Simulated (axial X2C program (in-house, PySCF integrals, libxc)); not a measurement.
## CuGa: from Re and ωe to a spectrum

A bond curve at the PBE0 level, 2c, was computed with an in-house all-electron X2C program for linear molecules (integrals from PySCF) (basis Ga dyall-cv3z [9s9p7d4f1g], Cu dyall-cv3z [9s9p6d3f2g] (cores contracted in-house)) for the state Ω = 0 (closed shell). Its fit gives Re = 2.3716 Å, ωe = 216.4 cm⁻¹, ωexe = 0.711 cm⁻¹ and αe = 4.904e-04 cm⁻¹; the masses are 68.9256 and 62.9296 u. Two-component means X2C with spin–orbit coupling and atomic mean-field Coulomb and Gaunt terms.

(1) Find the reduced mass, Be and the force constant.

(2) A Morse curve ties αe to the other constants (Pekeris). How well does that hold?

(3) Give B0, the J = 1←0 line in GHz and the most populated J at 300 K (kT = 208.5 cm⁻¹).

(4) Estimate the centrifugal constant by the Kratzer relation.

(5) Where do the fundamental and the first overtone lie?

Occupations by symmetry block were frozen at the best pattern of an incomplete PBE0 search.

Answers

(1) From the PBE0 values: μ = 32.8956 u. Be = 16.8576/(μ Re²) = 0.09111 cm⁻¹. k = 5.8918×10⁻⁷ μ ωe² = 0.908 mdyn/Å.

(2) αe(Morse) = 6Be²/ωe × (√(ωexe/Be) − 1) = 4.128e-04 cm⁻¹; the PBE0 curve gives 4.904e-04 cm⁻¹, a ratio of 0.84.

(3) B0 = Be − αe/2 = 0.09087 cm⁻¹; 2B0 = 5.448 GHz; J(max) ≈ √(kT/2B0) − 1/2 = 33.4, so J = 33.

(4) D = 4Be³/ωe² = 6.46e-08 cm⁻¹.

(5) ν(1←0) = ωe − 2ωexe = 215.0 cm⁻¹; ν(2←0) = 2ωe − 6ωexe = 428.5 cm⁻¹.
